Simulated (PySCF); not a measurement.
**Dipole moment and polarisability across levels of theory**

Species: tert-butyl acetate, C6H12O2.
SMILES: `O=C(OC(C)(C)C)C`

PySCF, dipoles from the SCF density, polarisabilities from static response with core orbitals frozen. The structure is a single PBE0-D3(BJ)/def2-SVP conformer in the gas phase; no vibrational or solvent corrections.

The anisotropy is √(½[(α1 − α2)² + (α2 − α3)² + (α3 − α1)²]).

```json
{"level": "CAM-B3LYP/def2-SVPD", "μ (D)": "1.981", "α (Å³)": "11.89", "anisotropy (Å³)": "2.38"}
{"level": "PBE0/6-31G*", "μ (D)": "1.794", "α (Å³)": "10.15", "anisotropy (Å³)": "2.51"}
{"level": "PBE0/6-31+G*", "μ (D)": "1.940", "α (Å³)": "11.37", "anisotropy (Å³)": "2.48"}
{"level": "PBE0/def2-SVP", "μ (D)": "1.765", "α (Å³)": "10.44", "anisotropy (Å³)": "2.32"}
{"level": "PBE0/aug-cc-pVDZ", "μ (D)": "1.934", "α (Å³)": "12.25", "anisotropy (Å³)": "2.63"}
```

The dipole runs from 1.77 D (PBE0/def2-SVP) to 1.98 D (CAM-B3LYP/def2-SVPD). No reference polarisability is at hand; against PBE0 in the largest diffuse basis at hand (aug-cc-pVDZ) the other PBE0 rows deviate by 6-31G* -17%, 6-31+G* -7%, def2-SVP -15%. With PBE0 the polarisability is 10.29 Å³ without diffuse functions (mean of 6-31G* and def2-SVP) and 11.81 Å³ with them (mean of 6-31+G* and aug-cc-pVDZ).
